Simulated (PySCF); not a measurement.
# Tl²⁺: excitation energy

Tl²⁺ [Xe] 4f14 5d10 6s1 (2S) → Tl²⁺ [Xe] 4f14 5d10 6p1 (2P), as a difference of total energies. Computed with PySCF 2.14 in x2c-QZVPPall, with scalar relativity by spin-free X2C-1e. Correlated levels: valence and next inner shell: [Kr] 4d10 4f14 frozen. The calculations carry no spin-orbit coupling.

| method | excitation energy (cm⁻¹) |
| --- | --- |
| UHF | 70408 |
| r2SCANh | 74982 |
| MP2 (valence and next inner shell) | 75679 |
| SCS-MP2 (valence and next inner shell) | 74908 |

The basis was made for the ground configuration and has no added diffuse functions, so the excitation energy can come out too high.
